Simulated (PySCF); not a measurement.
C₂H₇InO, SMILES [InH2][O]CC.

Geometry: B3LYP-D3(BJ)/def2-SVP. The structure was generated by enumeration; whether it is a known compound was not checked. The def2 effective core potentials stand for the cores of In; spin–orbit coupling is left out. Other conformers were not sampled.

These are ωB97X/def2-TZVP (PySCF) values and carry that method's errors.

The molecule is in vacuum.

Computed frontier levels, gap, dipole moment and polarisability:
| Property | Value |
|---|---|
| highest occupied level | -9.59 eV |
| lowest empty level | 0.19 eV |
| orbital gap | 9.78 eV |
| dipole moment | 1.63 D |
| quadrupole, principal values (traceless, Buckingham form, about the centre of nuclear charge) | -7.46, 2.19, 5.27 D·Å |
| mean static polarisability | 65.5 bohr³ (9.70 Å³) |
| polarisability, principal values | 51.0, 65.7, 79.8 bohr³ |
